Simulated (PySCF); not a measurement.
Screening by computed properties: pick the candidate that meets the target.

All species are isolated and taken at one optimised geometry, non-relativistic unless stated; the electronic structure was computed with PySCF and density fitting.

The conformers computed, where there is a choice (atom-mapped SMILES and torsion angles):
- `[CH3:1][SiH:2]([CH3:3])[n:4]1[n:5][cH:6][c:7]([F:8])[n:9]1`: C1–Si2–N4–N5 -49°
- `[CH2:1]=[C:2]([CH3:3])/[CH:4]=[C:5](\[CH3:6])[O:7][SiH2:8][CH2:9][F:10]`: C1–C2–C4–C5 -177°, C4–C5–O7–Si8 4°, C5–O7–Si8–C9 66°, O7–Si8–C9–F10 169°
- `[CH:1]#[C:2][C@:3]([CH3:4])([NH2:5])[C:6]([F:7])([F:8])[F:9]`: C2–C3–C6–F7 -58°, H–N5–C3–C2 -59°, H–N5–C3–C2 62°
- `[N:1]#[C:2][CH2:3][Si@@H:4]([SiH2:5][NH2:6])[N:7]([SiH3:8])[SiH3:9]`: C2–C3–Si4–Si5 56°, C3–Si4–Si5–N6 -11°, C3–Si4–N7–Si8 -55°, H–N6–Si5–Si4 -42°, H–N6–Si5–Si4 177°
- `[CH2:1]=[CH:2][C:3]1=[C:4]([SiH3:5])[P@@:6]1(=[O:7])[C:8]([F:9])([F:10])[F:11]`: C1–C2–C3–C4 178°, C4–P6–C8–F9 26°

Question: Wanted: HOMO–LUMO gap below 5.5 eV (PBE0/pcSseg-1) and dipole moment below 2.3 D (PBE0/pcSseg-1), at GFN2-xTB geometries. Which candidate meets both?
A. `C(/C=C(\C)O[SiH2]CF)(C)=C`
B. `C=CC1=C([SiH3])[P@@]1(=O)C(F)(F)F`
C. `n1([SiH](C)C)ncc(n1)F`
D. `N#CC[Si@@H]([SiH2]N)N([SiH3])[SiH3]`
E. `C#C[C@](C)(N)C(F)(F)F`
F. `FC1=CC=C2C=CC=CN12`

Answer: F. Computed values:
| species | HOMO–LUMO gap | dipole moment |
| --- | --- | --- |
| FC1=CC=C2C=CC=CN12 | 4.65 eV | 1.27 D |
| C=CC1=C([SiH3])[P@@]1(=O)C(F)(F)F | 5.34 eV | 4.75 D |
| C(/C=C(\C)O[SiH2]CF)(C)=C | 5.61 eV | 2.38 D |
| N#CC[Si@@H]([SiH2]N)N([SiH3])[SiH3] | 6.36 eV | 3.08 D |
| n1([SiH](C)C)ncc(n1)F | 7.30 eV | 2.17 D |
| C#C[C@](C)(N)C(F)(F)F | 8.22 eV | 2.84 D |
